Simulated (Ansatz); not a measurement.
```xyz
8

O     0.0000    1.1906    0.0000
O     0.0000   -1.1906    0.0000
Mn    1.3500    0.0000    0.0000
F     2.3606    0.0000    1.4287
F     2.3606    0.0000   -1.4287
Mn   -1.3500    0.0000    0.0000
F    -2.3606    0.0000    1.4287
F    -2.3606    0.0000   -1.4287
```

Basis set: def2-TZVP on O, F; pcseg-2 on Mn (spherical functions). Charge 0, multiplicity 7.

Computed with Ansatz (development build ahead of 0.2.0); each method stands on the lowest determinant of its kind that the runs found. Restricted functionals stand beside restricted open-shell atoms, which can lie above the unrestricted atoms usual in DFT and then raise those values.

(1) Give the atomization energy at this shape (free ground-state atoms in the same class of orbitals less the molecule, no zero-point energy) of septet Mn₂O₂F₄ by ωB97X (restricted open-shell), PBE0 (unrestricted), PBE0 (restricted open-shell).

Results:

(1)

```
                       method  atomization energy
ωB97X (restricted open-shell)       2581.6 kJ/mol
          PBE0 (unrestricted)       2531.5 kJ/mol
 PBE0 (restricted open-shell)       2546.9 kJ/mol
```

Caution: another spin multiplicity may lie lower. Caution for ωB97X (restricted open-shell): no unrestricted run beside it, a lower state can exist.

The shape needn't be a minimum at these levels.
